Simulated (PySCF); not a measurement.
Values are calculated unless marked as measured or tabulated.
**Si2BH6NF**

Si2BH6NF is a small molecule (built as: Si site whose three back bonds go to F, NH2, BHSiH3), neutral, doublet. The structure, one conformer, was relaxed in the gas phase by PBE0-D3(BJ)/def2-SVP. No frequency run checks that it is a minimum.

SMILES: N[Si](F)B[SiH3]

```xyz
11

Si   -1.124   -0.926    0.151
F    -2.228   -2.094    0.343
N    -2.028    0.488   -0.013
B     0.749   -1.088    0.125
Si    1.790    0.596   -0.123
H    -3.040    0.517    0.013
H    -1.590    1.392   -0.153
H     1.257   -2.174    0.251
H     0.901    1.810   -0.216
H     2.736    0.861    1.012
H     2.610    0.589   -1.381
```
(Å; atoms numbered from 1)

EPR values by unrestricted B3LYP, IGLO-III on B F N Si, pcH-1 on H.

Question: Predict g and the largest hyperfine couplings. Where does the spin sit?

Answer: g = 2.0010, 2.0023, 2.0030. The spin sits on B4 (54 %, bonded to 2 Si + 1 H), Si1 (41 %, bonded to 1 B + 1 F + 1 N) by Mulliken populations.
```
atom  isotope  isotropic (MHz)  dipolar, principal values (MHz)
  F2      19F             17.6               -32.4, -30.1, 62.5
  B4      11B             19.3               -26.6, -25.8, 52.4
 Si1     29Si              6.4                -62.0, 30.4, 31.6
  H8       1H            -31.6                 -13.5, 0.6, 12.9
 H11       1H             41.9                  -1.9, -1.2, 3.1
 H10       1H             38.4                  -1.8, -1.2, 3.1
```

Question: How do the isotropic couplings move with BHandHLYP?

Answer: F2 17.6 to 27.9 MHz, B4 19.3 to 16.5 MHz, Si1 6.4 to -0.4 MHz, H8 -31.6 to -33.1 MHz.

The 2 runs behind this took 97 s in all, one thread each of Arm Neoverse V2 on a shared host, launched as `OMP_NUM_THREADS=1 python cluster_run.py task.json out`.
